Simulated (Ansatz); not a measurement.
`[NH2][Ge][Br]` + H₂O → `[OH][Ge][Br]` + NH₃ at 500 K and 1 bar (formal hydrolysis of a Ge–N bond).

Isolated molecules relaxed with PBE0-D4/def2-TZVP in Ansatz; ΔE leaves out vibrations. CBS: MP2 limit from def2 TZ/QZ plus the TZ coupled-cluster correction, frozen cores. This one scheme is used for every species. For Br, Ge outer-core shells are correlated without core-valence functions, which leaves a few kJ/mol of doubt a bond. Scalar relativity is left out up to krypton. One conformer a species, not always the lowest.

```tsv
species	CCSD(T)/CBS energy (Eh)	H − E (kJ/mol)	S (J/(mol·K))
`[NH2][Ge][Br]`	-4705.39826	98.8	345.5
H₂O	-76.37941	73.2	206.3
`[OH][Ge][Br]`	-4725.27533	64.5	337.5
NH₃	-56.50880	108.2	211.8
```

H − E and S are ideal-gas, rigid-rotor, harmonic terms from PBE0-D4/def2-TZVP, for one conformer and one mirror image of each species. 1 Eh = 2625.50 kJ/mol, R = 8.31446 J/(mol·K).

By hand: ΔE, ΔH, ΔS and ΔG.

ΔE = (-4725.27533) + (-56.50880) − (-4705.39826) − (-76.37941) = -0.00646 Eh = -17.0 kJ/mol. Δ(H − E) = 64.5 + 108.2 − 98.8 − 73.2 = 0.7, so ΔH = -16.3 kJ/mol. ΔS = 337.5 + 211.8 − 345.5 − 206.3 = -2.5 J/(mol·K). ΔG = -16.3 − 500 × (-2.5)/1000 = -15.1 kJ/mol.

By hand: the equilibrium constant, and the temperature at which ΔG would vanish if ΔH and ΔS stayed fixed.

log₁₀ K = −ΔG/(RT ln 10) = 1.6. ΔG = 0 at ΔH/ΔS = 6520 K, far beyond where these terms or the molecules hold.

The number of gas molecules stays the same, so ΔS is small and ΔH decides. A doubt of 5 kJ/mol in ΔE shifts log₁₀ K by 0.5 here. Other conformers and mirror images would add mixing entropy, several J/(mol·K) or more a flexible species. These are equilibria of isolated gas molecules and say nothing of rates. Largest T1 diagnostic: 0.013 (customary marks: 0.02 for closed shells, 0.045 for open ones).
